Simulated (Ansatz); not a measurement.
A run for Ansatz (a quantum-chemistry and plane-wave program): R-CCSD(T)/def2-TZVPP on FHOPb (SMILES [OH][Pb][F]), a point of a torsion scan. Elements past Kr take the def2 small-core potentials; no spin–orbit coupling. The run froze 11 orbitals, filled d shells among them.

Ansatz 0.2 input:
```yaml
crystal:
  periodic: [false, false, false]
  atoms:
    - {symbol: O, position_ang: [-1.15917093, 0.19284218, -0.05349315]}
    - {symbol: Pb, position_ang: [0.64791912, 0.90709093, -0.75270171]}
    - {symbol: F, position_ang: [1.98830128, 0.45507871, 0.81016633]}
    - {symbol: H, position_ang: [-1.45936797, -0.50292419, 0.52268713]}
basis:
  gaussian:
    orbitals: def2-TZVPP
magnetization: {spin_polarized: false}
correlation: {method: ccsd_t, electrons: outside_noble_gas}
scf: {lower_state_search: off}
```

Output:

```
WARN ansatz: RAYON_NUM_THREADS=1 ignored (pool sized by the plan → 1); use --threads N
Functional definition: HF
these checks for a lower state are left out or cut short: stability, starts, cluster_reference, orbital_swaps, neighbouring_geometries, increment
integrals: 0.21 GiB planned
976 factors; integrals over basis functions are off by at most 8.8e-4 eV
mean field: 0.34 GiB planned
mean field evaluation 1: about -9977.0194 eV, gradient 5.4e1 eV
mean field evaluation 2: about -9977.0304 eV, gradient 5.4e1 eV
mean field evaluation 4: about -9982.2567 eV, gradient 2.5e0 eV
mean field evaluation 8: about -9982.3009 eV, gradient 4.5e-1 eV
mean field -9982.30222599 eV, -366.8428405578 hartree, gradient 6.9e-6 eV, S^2 0.000000; 0 other end points of the search recorded, 0 dependent functions left out
11 core orbitals not correlated, not the lowest: weight in the atoms' cores, before any rotation towards them, 0.890 or more for the frozen orbitals, at most 0.098 for the correlated occupied ones
reference -9982.30222599 eV, -366.8428405578 hartree; 9, 9 occupied and 106, 106 virtual orbitals, 976 factors
second order -15.92480008 eV of doubles, -0.00000000 eV of singles
coupled cluster: 0.65 GiB planned
cycle   1  -15.40892084 eV  change    5.2e-1 eV  update   1.2e-1
cycle   2  -15.80180926 eV  change   -3.9e-1 eV  update   4.7e-2
cycle   3  -15.92568926 eV  change   -1.2e-1 eV  update   2.3e-2
cycle   4  -15.91786573 eV  change    7.8e-3 eV  update   8.0e-3
cycle   5  -15.90980347 eV  change    8.1e-3 eV  update   3.7e-3
cycle   6  -15.91118441 eV  change   -1.4e-3 eV  update   1.6e-3
cycle   7  -15.91158855 eV  change   -4.0e-4 eV  update   4.9e-4
cycle   8  -15.91125720 eV  change    3.3e-4 eV  update   2.4e-4
cycle   9  -15.91123704 eV  change    2.0e-5 eV  update   8.3e-5
cycle  10  -15.91132647 eV  change   -8.9e-5 eV  update   3.8e-5
cycle  11  -15.91127215 eV  change    5.4e-5 eV  update   1.4e-5
cycle  12  -15.91127866 eV  change   -6.5e-6 eV  update   6.5e-6
perturbative correction -0.56105721 eV, -0.0206184722 hartree
Total energy: -9998.77456187 eV, -367.4481877358 hartree
Checks for a lower state left out: stability, starts, cluster_reference, orbital_swaps, neighbouring_geometries, increment
```

The calculation finished and met its thresholds.

Cost: very roughly 11 core-seconds.
